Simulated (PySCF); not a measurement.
Species: C4H3F3NO2 (doublet state).
Structure used (GFN2-xTB), in Å, numbered top down from 1:
```xyz
13
C4H3F3NO2 angstrom
O      2.274    2.137    1.305
C      1.731    1.493    0.451
N      1.054    0.377    0.482
C      0.941   -0.762   -0.143
C     -0.204   -1.511   -0.205
O     -1.460   -1.213    0.266
C     -1.778   -0.010    0.751
F     -3.093    0.007    0.949
F     -1.207    0.274    1.920
F     -1.498    0.997   -0.085
H      1.626    1.942   -0.582
H      1.821   -1.228   -0.586
H     -0.210   -2.501   -0.628
```

The hyperfine couplings belong to this conformer and change with its torsions.

Identity: `O=C[N]/C=C\OC(F)(F)F` [radical].

Theory: UKS B3LYP, pcH-1 on C F H N O, non-relativistic, mean-field spin-orbit, GIAO (PySCF 2.14.0). One conformer (not necessarily the lowest) at the GFN2-xTB geometry, without solvent, vibrations or thermal averaging. Couplings are sensitive to structure, and on GFN2-xTB geometries they can be far from those on DFT ones. The frame is twisted about the C2–N3 bond at this geometry (dihedral H11–C2–N3–C4 = 55°); couplings at other torsion angles weren't computed. The SCF solution wasn't tested for stability.

Task: Break the g tensor into its mass correction, gauge correction and orbital-Zeeman/spin–orbit terms.

Result: 
```tsv
Δg (ppm)	1	2	3
relativistic mass correction	-213	-213	-213
gauge correction	-3	50	48
orbital Zeeman/spin–orbit	-101	1025	2206
total	-317	862	2041
```

So g = 2.00200, 2.00318, 2.00436 and g_iso = 2.00318; the tensor is rhombic: the two nearest values differ by 50 % of g3 − g1. Axes: g2 points within 12° of the C5–O6 bond.

Task: At 9.444 GHz, how far is the centre of the isotropic spectrum from where a free electron (g = 2.002319) resonates?

Result: B = hν/(g μB) with μB/h = 13.99624 MHz/mT gives 336.99 mT for the free electron and 336.84 mT at g_iso, 0.14 mT lower.

Task: What are the electron Larmor frequencies g μB B/h along the three axes at 330 mT?

Result: 9.2468, 9.2522, 9.2577 GHz for g1, g2 and g3, a range of 10.9 MHz.

Task: In a frozen sample, at which fields do the three g values resonate at 9.5, 34, 94 and 263 GHz (hyperfine left aside), and which band first spreads them over more than twice a line width of 0.5 mT?

Result: 
```csv
band,GHz,B(g3) mT,B(g2) mT,B(g1) mT,spread mT
X,9.5,338.64,338.84,339.04,0.40
Q,34.0,1211.97,1212.68,1213.40,1.43
W,94.0,3350.74,3352.71,3354.69,3.95
J,263.0,9374.94,9380.46,9385.98,11.04
```

The spread grows in proportion to the frequency. Q band is the first where it exceeds 1.0 mT.

The largest Mulliken spin populations are on C5 (+0.56), N3 (+0.50), C4 (-0.17) and H11 (+0.07). The angles at C5 add up to 360.0°, so it is planar.

The HOMO–LUMO gaps are 6.06 eV among the α and 2.87 eV among the β orbitals.
